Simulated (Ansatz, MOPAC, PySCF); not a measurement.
Lewis adduct: AlH3 (SMILES [AlH3]) (first 4 atoms) with AsH3 (SMILES [AsH3]); geometry from B3LYP-D3(BJ)/def2-TZVP, rigid monomers moved along the line of their centres of mass till Al1···As5 is 4.80 Å.
(charge 0, multiplicity 1):
| atom | x (Å) | y (Å) | z (Å) |
|---|---|---|---|
| Al | 0.2822 | 0.6255 | 0.5610 |
| H | -0.5405 | -0.2926 | -0.4415 |
| H | -0.2475 | 2.0913 | 0.8698 |
| H | 1.8116 | 0.2894 | 0.8303 |
| As | -1.3990 | -1.3817 | 4.5889 |
| H | -0.9339 | -0.8817 | 5.9367 |
| H | -1.1799 | -2.8532 | 4.8529 |
| H | -2.8803 | -1.3602 | 4.8859 |

Monomers are frozen at their geometry in the pair; levels with a basis set take the counterpoise correction. Rows marked so take none.

Rows in STO-3G carry no dispersion term and start afresh at each structure; the Pople sets are all-electron and without relativity. The state that PM6 reach isn't checked.

Codes used: Ansatz (Gaussian orbitals); MOPAC for PM6 (differences of heats of formation); PySCF for STO-3G rows, the dispersion terms. Values without a source in brackets are computed.

Task: One of these levels gives -1.26 kcal/mol for the interaction energy. Name it.
A) PBE-D3(BJ)/def2-TZVPPD
B) PM6
C) HF/STO-3G (no counterpoise)

Result: C, HF/STO-3G (no counterpoise). The others give -0.29 (PM6), -1.78 (PBE-D3(BJ)/def2-TZVPPD)

Ansatz is a program for electronic structure.
